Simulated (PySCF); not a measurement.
Species: BBrH5N.
Bonds: N1–B2, B2–Br3. Hydrogens: H4, H5, H6 on N1; H7, H8 on B2.

Computed, not measured: PBE0-D3(BJ)/def2-SVP geometry optimisation, gas phase (PySCF).

**Question.** List the bond lengths and angles at this level.

**Answer.** 
| bond | length (Å) | order |
| --- | --- | --- |
| N1–B2 | 1.616 | single |
| B2–Br3 | 2.023 | single |
| N1–H4, N1–H5, N1–H6 | 1.022 | single |
| B2–H7, B2–H8 | 1.215 | single |

Bonds in one row agree within 0.01 Å and their mean is given. Orders are formal, as drawn. A selection of angles:
| angle | degrees |
| --- | --- |
| B2–N1–H4 | 110.3 |
| B2–N1–H5 | 111.6 |
| H4–N1–H5 | 108.8 |
| H4–N1–H6 | 107.2 |
| N1–B2–Br3 | 103.4 |
| N1–B2–H7 | 106.9 |
| Br3–B2–H7 | 111.4 |
| H7–B2–H8 | 115.7 |

B2 (four-coordinate boron) is distorted tetrahedral (angles from 103.4° to 115.7°). N1 (nitrogen bonded to B and 3 H) is tetrahedral (angles from 107.2° to 111.6°).

Point group: Cs (every atom within 0.08 Å of its image). Not checked by PBE0-D3(BJ)/def2-SVP frequencies.

Hardware: one thread of an Intel Xeon Platinum 8488C, shared host. Cost: 18 s of wall time, 0.36 GiB resident at most. That covers the optimisation of the geometry.
